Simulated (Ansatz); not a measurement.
ClH2SbSeTe, SMILES `[Cl][Sb]([SeH])[TeH]` at its PBE0-D4/def2-TZVP geometry, where that method's forces vanish. Total charge 0; spin multiplicity 1. Sb, Te takes the def2 core potential.

```tsv
atom	x (Å)	y (Å)	z (Å)
Cl1	-1.918	-1.206	1.375
Sb2	-0.899	0.400	-0.034
Se3	1.292	0.773	1.207
Te4	0.125	-1.549	-1.697
H5	0.770	1.959	1.908
H6	0.630	-0.376	-2.759
```

(1) For each bond, give half the difference of the two atoms' forces along it (eV/Å; positive pushes the atoms apart) under PBE-D4, r2SCAN-D4, B3LYP-D4, ωB97M-V in def2-TZVPP. (Estimate.)

Answers

(1) The calculation gave: 
| bond | length (Å) | PBE-D4 | r2SCAN-D4 | B3LYP-D4 | ωB97M-V |
| --- | --- | --- | --- | --- | --- |
| Cl1–Sb2 | 2.367 | 0.34 | 0.12 | 0.32 | -0.05 |
| Sb2–Se3 | 2.547 | 0.27 | 0.10 | 0.26 | -0.12 |
| Sb2–Te4 | 2.759 | 0.24 | 0.09 | 0.25 | -0.15 |
| Se3–H5 | 1.473 | 0.26 | -0.02 | 0.03 | -0.11 |
| Te4–H6 | 1.661 | 0.25 | 0.02 | 0.07 | -0.13 |

B3LYP here is the variant with VWN-RPA as its local correlation; programs differ in this.

Program: Ansatz 0.2.0.
